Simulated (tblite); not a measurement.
Species: C3H9FO2Si3.
Numbering: `[O:1]=[CH:2][SiH2:3]/[C:4]([F:5])=[CH:6]\[SiH2:7][O:8][SiH3:9]` (hydrogens: H10 on C2; H11, H12 on Si3; H13 on C6; H14, H15 on Si7; H16, H17, H18 on Si9)

Computed with GFN2-xTB (tblite), gas phase: L-BFGS steps from a force-field or distance-geometry start until the largest atomic force falls under 0.01 eV/Å.

Step 108: E = -791.8544 eV
```
atom  x, y, z in Å  |  force x, y, z in eV/Å
O1      0.4521   -1.1633   -2.3650    0.029   0.003   0.041
C2      1.3494   -0.9182   -1.5991   -0.073  -0.009  -0.073
Si3     1.6553    0.7888   -0.7746    0.024   0.054   0.041
C4      1.6984    0.5165    1.1025   -0.015  -0.035  -0.001
F5      2.9848    0.4420    1.5747   -0.009   0.008  -0.005
C6      0.7102    0.3953    1.9793    0.014   0.045  -0.006
Si7    -1.1280    0.4520    1.5825    0.049  -0.013  -0.008
O8     -1.3325   -0.3103    0.1740   -0.020   0.028  -0.026
Si9    -2.2356   -0.8868   -1.0628   -0.021  -0.011   0.015
H10     2.0740   -1.7250   -1.3564    0.052  -0.028   0.025
H11     3.0193    1.1672   -1.1684   -0.020   0.010   0.004
H12     0.6495    1.7771   -1.1503   -0.004  -0.040  -0.009
H13     0.9885    0.2675    3.0196   -0.025  -0.008  -0.015
H14    -1.5999    1.8341    1.4485    0.013  -0.019  -0.003
H15    -1.8588   -0.2698    2.6234   -0.021  -0.018   0.010
H16    -3.6280   -0.9669   -0.5979    0.067   0.036  -0.012
H17    -1.7057   -2.2231   -1.3024   -0.020   0.042  -0.016
H18    -2.1016    0.0892   -2.1394   -0.020  -0.046   0.038
```

Step 109: E = -791.8555 eV
```
atom  x, y, z in Å  |  force x, y, z in eV/Å
O1      0.4460   -1.1788   -2.3404    0.017  -0.005   0.023
C2      1.3515   -0.9208   -1.5891   -0.049  -0.015  -0.049
Si3     1.6523    0.7938   -0.7764    0.023   0.030   0.026
C4      1.7003    0.5186    1.0992   -0.003  -0.030   0.007
F5      2.9868    0.4468    1.5723   -0.013   0.006  -0.014
C6      0.7122    0.3900    1.9748    0.017   0.040   0.002
Si7    -1.1264    0.4494    1.5828    0.038  -0.014  -0.007
O8     -1.3421   -0.2942    0.1668   -0.018   0.036  -0.027
Si9    -2.2377   -0.8828   -1.0701    0.007   0.010   0.015
H10     2.0854   -1.7218   -1.3493    0.037  -0.001   0.017
H11     3.0115    1.1763   -1.1791   -0.006   0.014   0.004
H12     0.6409    1.7767   -1.1492   -0.010  -0.036  -0.012
H13     0.9913    0.2579    3.0140   -0.024  -0.008  -0.002
H14    -1.5910    1.8359    1.4718    0.003  -0.018  -0.012
H15    -1.8532   -0.2844    2.6178   -0.023  -0.018   0.015
H16    -3.6328   -0.9534   -0.6167    0.039   0.038   0.000
H17    -1.7123   -2.2240   -1.2847   -0.014   0.021  -0.029
H18    -2.0914    0.0810   -2.1562   -0.021  -0.049   0.043
```

**Question.** Estimate the geometry and energy of step 110. (The exact step hangs on the optimiser's Hessian estimate; all steps are aligned on step 109, rigid shifts and turns removed.)

**Answer.** E = -791.8562 eV, largest force 0.045 eV/Å
```
atom  x, y, z in Å  |  force x, y, z in eV/Å
O1      0.4452   -1.1893   -2.3247   -0.007  -0.016   0.000
C2      1.3552   -0.9223   -1.5827   -0.012  -0.011  -0.011
Si3     1.6518    0.7979   -0.7774    0.016  -0.004   0.003
C4      1.7022    0.5203    1.0969    0.013  -0.015   0.007
F5      2.9883    0.4540    1.5717   -0.009   0.000  -0.018
C6      0.7139    0.3873    1.9708    0.013   0.022   0.018
Si7    -1.1244    0.4453    1.5819    0.013  -0.011   0.006
O8     -1.3499   -0.2859    0.1619   -0.002   0.040  -0.021
Si9    -2.2414   -0.8804   -1.0743    0.008   0.002   0.025
H10     2.0957   -1.7192   -1.3433    0.018   0.023   0.008
H11     3.0075    1.1820   -1.1861    0.013   0.022   0.003
H12     0.6368    1.7768   -1.1486   -0.017  -0.030  -0.015
H13     0.9922    0.2518    3.0094   -0.018  -0.004   0.010
H14    -1.5856    1.8337    1.4854   -0.005  -0.013  -0.017
H15    -1.8479   -0.2958    2.6144   -0.021  -0.017   0.013
H16    -3.6385   -0.9386   -0.6293    0.017   0.034   0.011
H17    -1.7231   -2.2259   -1.2731   -0.007   0.006  -0.037
H18    -2.0868    0.0745   -2.1647   -0.013  -0.029   0.016
```

The energy changes by -0.0007 eV. The first-order estimate −F·Δx gives -0.0010 eV and the mean of the old and new forces, exact on a quadratic surface, -0.0007 eV. The step makes an angle of 83° with the force vector and moves no atom by more than 0.020 Å.

What follows is the cost of the whole relaxation. Hardware: an Arm Neoverse V2 with one thread, no GPU (shared host). Cost: 1.9 s wall.
